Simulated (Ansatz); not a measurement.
Molecule: sum formula AlBr₂Cl, net charge 0, singlet state. SMILES: [Al]([Br])([Cl])[Br]
Geometry: optimised at B3LYP-D3(BJ)/def2-TZVP (Ansatz, a quantum-chemistry and plane-wave program).

Wanted: atomisation energy (electronic, to ground-state atoms), in kcal/mol. Cores are frozen in the correlated levels unless marked. Open shells are spin-unrestricted. Spin-orbit coupling is left out. The frozen core is the preceding noble-gas configuration, with the filled d and f shells of earlier blocks. No relativistic terms. The coupled-cluster limit lacks core correlation, which all-electron functionals hold. CBS marks a two-point X^-3 extrapolation of the correlation energy; Hartree-Fock from the larger set. [CCSD(T)-MP2]/basis is that difference in the basis named.

```tsv
level	program	atomisation energy (kcal/mol)
HF/STO-3G	Ansatz	316.3
revPBE-D3(BJ)/def2-TZVPD	Ansatz + dftd3	274.2
PBE0/def2-SVP	Ansatz	279.6
wB97M-V/def2-TZVPD	Ansatz	280.5
CCSD/6-31G	Ansatz	188.7
RI-MP2/CBS(def2-TZVPPD,def2-QZVPPD)+[CCSD(T)-MP2]/def2-QZVPPD	Ansatz	284.4
CCSD(T)/CBS(def2-TZVPPD,def2-QZVPPD)	Ansatz	285.2
```
